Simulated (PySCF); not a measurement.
Ge(H)(F)(NH2)2 (FGeH5N2), SMILES [F][GeH]([NH2])[NH2].

Coordinates come from a PBE-D3(BJ)/def2-SVP optimisation. This is a generated structure with no PubChem entry under its InChIKey; it may be hypothetical. The values are those of a single conformer.

Method: PBE-D3(BJ)/def2-SVP (PySCF).

Frequencies are harmonic and unscaled.

```tsv
mode	ν (cm⁻¹)	IR (km/mol)	moving atoms (share of kinetic energy)
1	134	13.7	H 83 %
2	195	4.9	N 42 %, H 31 %, F 18 %, Ge 9 %
3	211	24.8	H 38 %, F 27 %, N 26 %, Ge 9 %
4	248	8.8	F 29 %, N 27 %, Ge 27 %, H 17 %
5	311	17.9	H 74 %, N 22 %
6	509	176.1	H 68 %, N 31 %
7	524	196.1	H 72 %, N 26 %
8	659	50.8	F 48 %, H 24 %, N 17 %, Ge 11 %
9	668	68.6	H 65 %, F 25 %
10	696	33.9	N 51 %, H 27 %, Ge 16 %
11	709	56.0	N 42 %, H 40 %, Ge 17 %
12	736	38.5	H 75 %, N 16 %
13	875	41.2	H 87 %, N 10 %
14	886	25.9	H 85 %, N 14 %
15	1487	42.8	H 90 %, N 10 %
16	1491	7.1	H 91 %, N 9 %
17	2074	153.0	H 99 %
18	3453	16.0	H 96 %
19	3460	14.5	H 96 %
20	3552	16.6	H 92 %, N 8 %
21	3563	21.1	H 91 %, N 9 %
```
